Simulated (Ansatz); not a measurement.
Computed with Ansatz on PBE0-D4/def2-TZVP structures; ΔE is electronic, products minus reactants. CBS: MP2 limit from def2 TZ/QZ plus the TZ coupled-cluster correction, frozen cores. This one scheme is used for every species. Functionals use def2-TZVPP. HSE06 is defined as in plane-wave codes. Each species was taken in one conformer, which may not be the lowest.

Reaction (substitution at a C–Si bond): `CC[Si](O)(O)OC` + `[NH2][AlH2]` → `CC[NH][AlH2]` + `CO[SiH](O)O`

```json
{"level": "HSE06-D4", "ΔE (kcal/mol)": "17.7"}
{"level": "ωB97X-V", "ΔE (kcal/mol)": "17.5"}
{"level": "CAM-B3LYP", "ΔE (kcal/mol)": "16.1"}
{"level": "CCSD(T)/def2-SVP", "ΔE (kcal/mol)": "13.7"}
```

Problem. What does CCSD(T)/CBS give? (An estimate is asked.)

Solution. The calculation gave: +17.8 kcal/mol. The listed levels differ from it by -0.1, -0.3, -1.7, -4.1 kcal/mol.

Largest T1 diagnostic among the species: 0.011.

At CCSD(T), def2-SVP lies −4.2 kcal/mol from the extrapolated value and def2-TZVPP −0.5 kcal/mol. From BLYP to BHLYP (50 % exact exchange), in def2-TZVPP and without D4, ΔE moves by +1.2 kcal/mol.
